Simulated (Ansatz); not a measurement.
Reaction (adduct formation): CH₃OH + boron trichloride → `C[OH+][B-](Cl)(Cl)Cl`

Isolated molecules relaxed with PBE0-D4/def2-TZVP in Ansatz; ΔE leaves out vibrations. CBS: MP2 limit from def2 TZ/QZ plus the TZ coupled-cluster correction, frozen cores. This one scheme is used for every species. DFT in def2-TZVPP. One conformer a species, not always the lowest.

CH₃OH:

```xyz
6

C    -0.244    0.115    0.233
O     0.724   -0.754   -0.309
H    -0.605   -0.344    1.154
H    -1.102    0.255   -0.437
H     0.170    1.099    0.482
H     1.056   -0.371   -1.123
```

`ClB(Cl)Cl`:

```xyz
4

Cl    1.610    0.653    0.002
B     0.000    0.000    0.000
Cl   -1.370    1.067    0.047
Cl   -0.239   -1.720   -0.049
```

`C[OH+][B-](Cl)(Cl)Cl`:

Cartesian coordinates in Å:
```
C 0.510 -0.396 1.187
O -0.557 -0.297 0.216
B -0.269 0.325 -1.240
Cl 0.510 1.948 -0.964
Cl -1.949 0.445 -1.918
Cl 0.809 -0.872 -2.055
H 0.128 -0.960 2.036
H 0.846 0.599 1.473
H 1.308 -0.942 0.692
H -1.337 0.150 0.574
```

CCSD(T)/CBS gives -14.7 kcal/mol.

Another level gave -13.2 kcal/mol. Which?
A. CAM-B3LYP/def2-TZVPP
B. PBE/def2-TZVPP
C. r2SCANh/def2-TZVPP
D. LDA (SPW92)/def2-TZVPP

C. r2SCANh -13.2, PBE -9.1, CAM-B3LYP -11.1, LDA (SPW92) -21.8 kcal/mol.

Largest T1 diagnostic among the species: 0.011.

From r2SCAN to r2SCAN0 (25 % exact exchange), in def2-TZVPP and without D4, ΔE moves by −1.1 kcal/mol. Leaving LDA and LC-ωPBE aside and taking each functional with its dispersion term where it has one, the values, not all of them listed here, spread over 5.0 kcal/mol, from ωB97M-V to BLYP-D4. LDA lies −12.7 kcal/mol from PBE without D4. In def2-TZVPP, CCSD(T) changes the Hartree–Fock value by −8.0 kcal/mol (the triples alone add −1.0 kcal/mol) and MP2 by −9.7 kcal/mol.
